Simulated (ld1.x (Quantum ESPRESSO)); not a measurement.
# Configuration tests for selenium (Se) (TM)

Se, norm-conserving Troullier–Martins (Kleinman–Bylander form), made with ld1.x (Quantum ESPRESSO) 7.5 (PBE, fully relativistic). Core [Ar] 3d10, reference 4s1.75 4p4.25. Waves: 4s (bound): rc 1.60 bohr; 4p (bound): rc 2.00 bohr; 4d channel at 0.4 Ry: rc 1.95 bohr. Local part: the d channel. Core correction: Bessel-smoothed model core inside 1.65 bohr.

Open shells are filled in proportion to 2j + 1 (rel_dist='average').

Energies are relative to the spin-unpolarised reference configuration 4s1.75 4p4.25; without spin polarisation the order of configurations can differ from experiment. The d channel is local and has no spin–orbit splitting in the pseudo-atom.

```tsv
valence configuration	charge	ΔE all-electron (eV)	error AE − PS (meV)
4s2 4p4	0	-2.699	-0.4
4s2 4p3	+1	8.150	-7.3
4s2 4p0	+4	101.569	-265
4s1 4p5	0	8.175	-4.2
4s2 4p4.3	-0.3	-4.293	-1.6
4s2 4p1	+3	59.378	-138
```

(1) What are ΔE and the potential's error for 4s2 4p2?

Answers

(1) ΔE = 28.504 eV all-electron; the error (AE − PS) is -48 meV.
